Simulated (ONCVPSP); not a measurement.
# aluminium (Al): excitation energies, all-electron against ONCV

aluminium (Al), optimised norm-conserving Vanderbilt (ONCV), made with ONCVPSP 4.0.1 (PBE, scalar-relativistic). Core [Ne], reference 3s2 3p0.5 (charge +0.5). Waves: 3s: rc 2.00 bohr, ncon 4, nbas 7, qcut 3.4 1/bohr, 2 projectors, debl 0.7 Ha; 3p: rc 2.75 bohr, ncon 3, nbas 5, qcut 2.5 1/bohr, 1 projector; d scattering state at 0.1 Ha: rc 2.70 bohr, ncon 3, nbas 7, qcut 4.1 1/bohr, 2 projectors, debl 3.7 Ha. Local part: polynomial inside 1.85 bohr (lpopt 1, dvloc0 0 Ha). Core correction: polynomial model core, fcfact 0.7.

Energies are relative to the spin-unpolarised reference configuration 3s2 3p0.5; without spin polarisation the order of configurations can differ from experiment.

| valence configuration | charge | ΔE all-electron (eV) | error AE − PS (meV) |
| --- | --- | --- | --- |
| 3s2 3p0 | +1 | 3.676 | -0.3 |
| 3s1 3p0 | +2 | 22.901 | +4.0 |
| 3s0 3p3 | 0 | 8.365 | +5.4 |

(1) What are ΔE and the potential's error for 3s2 3p1?

## Answers

(1) ΔE = -2.086 eV all-electron; the error (AE − PS) is +0.2 meV.
